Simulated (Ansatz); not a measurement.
Species: CHF2, charge 1, multiplicity 1. 
Coordinates optimised at B3LYP-D3(BJ)/def2-TZVP (Ansatz, a program for electronic structure):
```
C
F 1 1.2334
F 1 1.2334 2 118.06
H 1 1.0970 2 120.97 3 180.00
```
Charge +1, spin multiplicity 1.

Basis-set convergence of Hartree-Fock and MP2 correlation energies (hartree) with Ansatz. Valence correlation only, unless marked. Spin-orbit coupling is left out. No relativistic terms.

```csv
basis,functions,E(HF),"E(corr, MP2)"
aug-cc-pVDZ,78,-236.98540,-0.51712
aug-cc-pVTZ,161,[?],[?]
```

Question: What belongs in the gaps?

Answer: 
- aug-cc-pVTZ, E(HF): -237.05831
- aug-cc-pVTZ, E(corr, MP2): -0.64539
